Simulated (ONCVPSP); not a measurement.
# Varying the ONCV potential for Re

Base potential:

```json
{
  "Element": "rhenium (Re)",
  "Generator": "ONCVPSP 4.0.1",
  "Type": "optimised norm-conserving Vanderbilt (ONCV)",
  "Functional": "PBE",
  "Relativity": "scalar-relativistic",
  "Frozen core": "[Kr] 4d10 4f14",
  "Valence charge": "15",
  "Reference configuration": "5s2 5p6 5d5 6s0.5 (charge +1.5)",
  "Partial waves": "5s+6s: rc 1.65 bohr, ncon 4, nbas 7, qcut 6.1 1/bohr, 2 projectors; 5p: rc 1.85 bohr, ncon 4, nbas 7, qcut 6.5 1/bohr, 2 projectors, debl 1.7 Ha; 5d: rc 2.45 bohr, ncon 5, nbas 10, qcut 6.4 1/bohr, 2 projectors, debl 2.6 Ha",
  "Local potential": "polynomial inside 1.60 bohr (lpopt 5, dvloc0 0 Ha)",
  "Core correction": "Teter function, fcfact 3.5, rcfact 1.7"
}
```

In the p channel the program set the typed energies aside and used -2.172, 0.250 Ha.

Cutoffs, loose and tight: the cutoffs (Ha) at which the residual kinetic energy of the hardest occupied pseudo-wave falls to 1 and 0.1 mHa per electron. They do not see the model core or the augmentation charge, which bear on the density cutoff. Test errors are all-electron minus pseudo excitation energies from the reference, over the configurations 5s2 5p6 5d5 6s2; 5s2 5p6 5d5 6s1; 5s2 5p6 5d5 6s0; 5s1 5p6 5d5 6s2. A dash means not determined; rows that change the core or the reference have their own tests.

```csv
change,outcome,"cutoff, loose","cutoff, tight",bound ghosts,GHOST(+) flags above zero,largest test error (meV)
base,"generated, projector energies reset by the program",17 Ha,35 Ha,none,s,-438
"local potential polynomial inside 1.60 bohr (lpopt 5, dvloc0 -2.5 Ha)","generated, projector energies reset by the program",17 Ha,35 Ha,none,s,-433
"local potential polynomial inside 1.60 bohr (lpopt 5, dvloc0 -0.5 Ha)","generated, projector energies reset by the program",17 Ha,35 Ha,none,s,-435
"local potential polynomial inside 1.60 bohr (lpopt 5, dvloc0 0.5 Ha)","generated, projector energies reset by the program",17 Ha,35 Ha,none,none,-424
"local potential polynomial inside 1.60 bohr (lpopt 5, dvloc0 2 Ha)","generated, projector energies reset by the program",17 Ha,35 Ha,none,none,-435
"local potential polynomial inside 1.60 bohr (lpopt 5, dvloc0 2.5 Ha)","generated, projector energies reset by the program",17 Ha,35 Ha,none,none,-435
"local potential polynomial inside 1.60 bohr (lpopt 5, dvloc0 4.5 Ha)","generated, projector energies reset by the program",17 Ha,35 Ha,none,none,-435
"local potential polynomial inside 1.60 bohr (lpopt 5, dvloc0 6 Ha)","generated, projector energies reset by the program",17 Ha,35 Ha,none,none,-438
"local potential polynomial inside 1.60 bohr (lpopt 5, dvloc0 7 Ha)","generated, projector energies reset by the program",17 Ha,35 Ha,none,s,-441
"local potential polynomial inside 1.60 bohr (lpopt 5, dvloc0 8 Ha)","generated, projector energies reset by the program",17 Ha,35 Ha,none,s,-430
"local potential polynomial inside 1.60 bohr (lpopt 5, dvloc0 9.5 Ha)","generated, projector energies reset by the program",17 Ha,35 Ha,none,none,-435
```

Reading the sweep of the dvloc0 (base included, trends over the rows without a ghost): The loose cutoff stays near 17 Ha. The median size of the test errors (rows with all tests solved) stays near 6.1 meV.
